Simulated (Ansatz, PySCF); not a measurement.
GeFCl₂Br, SMILES [Br][Ge]([Cl])([Cl])[F]. Atoms are numbered in the order given.

```xyz
5

F     -0.6578    -1.9290     0.0000
Ge    -0.4064    -0.2282     0.0000
Cl    -1.3311     0.5502     1.7413
Cl    -1.3311     0.5502    -1.7413
Br     1.8209     0.1628     0.0000
```
Charge 0, spin multiplicity 1.

Geometry optimised at PBE0-D3(BJ)/def2-SVP.

Two levels are set side by side: PBE-D3(BJ)/def2-SVP (Ansatz, an electronic-structure program) and PBE0-D3(BJ)/def2-SVP (Ansatz). Each level has its own optimised geometry; the coordinates shown are those of the second. Frequencies come from the Hessian of PySCF at each geometry. Differences are taken from unrounded values.

```tsv
quantity	PBE0-D3(BJ)
mean bond length (Å)	2.055
bond F1–Ge2 (Å)	1.719
bond Ge2–Cl3 (Å)	2.120
bond Ge2–Cl4 (Å)	2.120
bond Ge2–Br5 (Å)	2.261
highest harmonic wavenumber (cm⁻¹)	747
mean harmonic wavenumber (cm⁻¹)	310
zero-point energy (kcal/mol)	3.99
```

### Question
What does PBE-D3(BJ) give, and how far is it from PBE0-D3(BJ)? (An estimate is asked for; the answer gives what the named calculation found.)

### Answer

| quantity | PBE-D3(BJ) | PBE-D3(BJ) minus PBE0-D3(BJ) |
|---|---|---|
| mean bond length (Å) | 2.078 | 0.023 |
| bond F1–Ge2 (Å) | 1.740 | 0.021 |
| bond Ge2–Cl3 (Å) | 2.142 | 0.023 |
| bond Ge2–Cl4 (Å) | 2.142 | 0.023 |
| bond Ge2–Br5 (Å) | 2.286 | 0.025 |
| highest harmonic wavenumber (cm⁻¹) | 709 | -38 |
| mean harmonic wavenumber (cm⁻¹) | 294 | -16 |
| zero-point energy (kcal/mol) | 3.78 | -0.21 |

Exact exchange shortens and stiffens bonds; PBE has none. Differences between two approximate levels are no errors against the true value.
